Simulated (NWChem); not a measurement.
System: ScBrCl$_{2}$; SMILES [Sc]([Cl])([Cl])[Br]

NWChem input:

```
start job
memory heap 200 mb stack 900 mb global 1100 mb
geometry units angstroms noautosym nocenter noautoz
  Sc    -0.001593     0.522100     0.000000
  Cl     0.000998     1.661518    -1.949494
  Cl     0.000998     1.661518     1.949494
  Br    -0.000175    -1.900142     0.000000
end
basis spherical
  * library def2-svpd
end
dft
  xc pbe0
  iterations 150
end
property
  response 1 0.0
end
task dft property
```

Parts of the log:

```
             Northwest Computational Chemistry Package (NWChem) 7.3.0
             --------------------------------------------------------

                             Geometry "geometry" -> ""
                             -------------------------

 Output coordinates in angstroms (scale by  1.889725989 to convert to a.u.)

  No.       Tag          Charge          X              Y              Z
 ---- ---------------- ---------- -------------- -------------- --------------
    1 Sc                  21.0000    -0.00159300     0.52210000     0.00000000
    2 Cl                  17.0000     0.00099800     1.66151800    -1.94949400
    3 Cl                  17.0000     0.00099800     1.66151800     1.94949400
    4 Br                  35.0000    -0.00017500    -1.90014200     0.00000000

 Effective nuclear repulsion energy (a.u.)     522.2152300033

                              NWChem Property Module
                              ----------------------

                                 NWChem DFT Module
                                 -----------------

 Summary of "ao basis" -> "ao basis" (spherical)
 ------------------------------------------------------------------------------
       Tag                 Description            Shells   Functions and Types
 ---------------- ------------------------------  ------  ---------------------
 Sc                        def2-svpd                12       34   5s4p2d1f
 Cl                        def2-svpd                11       27   5s4p2d
 Br                        def2-svpd                15       41   6s5p4d

            General Information
            -------------------
          SCF calculation type: DFT
          Wavefunction type:  closed shell.
          No. of atoms     :     4
          No. of electrons :    90
           Alpha electrons :    45
            Beta electrons :    45
          Charge           :     0
          Spin multiplicity:     1
          Use of symmetry is: off; symmetry adaption is: off
          Maximum number of iterations: 150
          AO basis - number of functions:   129
                     number of shells:    49
          Convergence on energy requested:  1.00D-06
          Convergence on density requested:  1.00D-05
          Convergence on gradient requested:  5.00D-04

              XC Information
              --------------
                         PBE0 Method XC Functional
                     Hartree-Fock (Exact) Exchange  0.250
          PerdewBurkeErnzerhof Exchange Functional  0.750
            Perdew 1991 LDA Correlation Functional  1.000 local
           PerdewBurkeErnz. Correlation Functional  1.000 non-local

             Grid Information
             ----------------
          Grid used for XC integration:  medium
          Radial quadrature: Mura-Knowles
          Angular quadrature: Lebedev.
          Tag              B.-S. Rad. Rad. Pts. Rad. Cut. Ang. Pts.
          ---              ---------- --------- --------- ---------
          Sc                  1.60      112          13.0       590
          Cl                  1.00       88          14.0       590
          Br                  1.15      112          14.0       590
          Grid pruning is: on
          Number of quadrature shells:   400
          Spatial weights used:  Erf1

      Superposition of Atomic Density Guess
      -------------------------------------

 Sum of atomic energies:       -4250.37950387

      Non-variational initial energy
      ------------------------------

 Total energy =   -4250.713939
 1-e energy   =   -6932.581625
 2-e energy   =    2159.652456
 HOMO         =      -0.428621
 LUMO         =      -0.056413

   convergence    iter        energy       DeltaE   RMS-Dens  Diis-err
 ---------------- ----- ----------------- --------- --------- ---------
 d= 0,ls=0.0,diis     1  -4253.8531516209 -4.78D+03  3.47D-02  9.17D-01
 d= 0,ls=0.0,diis     2  -4244.8971913497  8.96D+00  2.74D-02  8.23D+01
 d= 0,ls=0.0,diis     3  -4253.8944276399 -9.00D+00  4.50D-03  1.05D+00
 d= 0,ls=0.0,diis     4  -4254.0422250320 -1.48D-01  1.59D-03  2.09D-02
 d= 0,ls=0.0,diis     5  -4254.0451730401 -2.95D-03  5.91D-04  6.04D-03
  Resetting Diis
 d= 0,ls=0.0,diis     6  -4254.0459826361 -8.10D-04  8.37D-05  1.90D-04
 d= 0,ls=0.0,diis     7  -4254.0460026852 -2.00D-05  1.69D-05  1.28D-06
 d= 0,ls=0.0,diis     8  -4254.0460028874 -2.02D-07  7.52D-06  9.03D-07

         Total DFT energy =    -4254.046002887376
      One electron energy =    -6935.301053791050
           Coulomb energy =     2345.160120266680
    Exchange-Corr. energy =     -186.120299366274
 Nuclear repulsion energy =      522.215230003269

 Numeric. integr. density =       89.999999751171

                       DFT Final Molecular Orbital Analysis
                       ------------------------------------

[...]

 DFT Linear Response polarizability / au
 Frequency  =       0.0000000 / au
              X              Y              Z
 -----------------------------------------------
 X      60.2502087      0.0114824      0.0000001
 Y       0.0114741     99.7646438     -0.0000001
 Z       0.0000001     -0.0000001     91.1468452
 -----------------------------------------------
 Eigenvalues =      60.2502053     99.7646472     91.1468452
 Isotropic   =      83.7205659
 Anisotropic =      35.9879145
 -----------------------------------------------

 Magnetic Dipole Response Matrix (nonzero elements):

 Exiting AOResponse driver routine
```

Level: PBE0/def2-SVPD. Geometry: optimised at PBE0/def2-SVP.
